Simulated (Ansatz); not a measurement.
Reaction (hydrogenolysis of the Si–Sn bond): `F[Si](F)(F)[SnH3]` + H₂ → `F[SiH](F)F` + `[SnH4]`

Gas-phase electronic energies from Ansatz, PBE0-D4/def2-TZVP geometries. CCSD(T)/CBS is the MP2 limit (def2-TZVPP, def2-QZVPP) plus CCSD(T) − MP2 in def2-TZVPP, frozen cores. This one scheme is used for every species. DFT in def2-TZVPP. def2 core potentials past Kr. For Sn outer-core shells are correlated without core-valence functions, which leaves a few kJ/mol of doubt a bond.

```tsv
level	ΔE (kJ/mol)	difference from CCSD(T)/CBS
r2SCAN-D4	-4.3	1.7
PBE0-D4	-2.3	3.7
r2SCANh-D4	-6.2	-0.2
BHLYP-D4	-12.6	-6.6
CAM-B3LYP-D4	-12.7	-6.7
PBE	0.0	6.0
BHLYP	-23.6	-17.6
CCSD/def2-SVP	-26.8	-20.8
CCSD/def2-TZVPP	-20.2	-14.2
CCSD/CBS(def2)	-10.7	-4.7
CCSD(T)/CBS	-6.0	0
```

(1) What do rigid-rotor, harmonic-oscillator terms from PBE0-D4/def2-TZVP frequencies (298.15 K, 1 bar) make of the CCSD(T)/CBS value? (Best estimate.)

Largest T1 diagnostic among the species: 0.013.

Results:

(1) Ansatz gave: ΔZPE = +10.4 kJ/mol, ΔH = -2.2 kJ/mol, ΔS = 7 J/(mol·K), ΔG = -4.4 kJ/mol.

The D4 term adds +9.8 kJ/mol with B3LYP and +5.4 kJ/mol with PBE0; it sums over pairs of atoms, weighted by their polarisabilities, and B3LYP, whose exchange is more repulsive, gets the larger term. Leaving LDA and LC-ωPBE aside and taking each functional with its dispersion term where it has one, the values, not all of them listed here, spread over 25.8 kJ/mol, from B97M-V to revPBE-D4.

B3LYP here is the variant with VWN-RPA as its local correlation; programs differ in this.
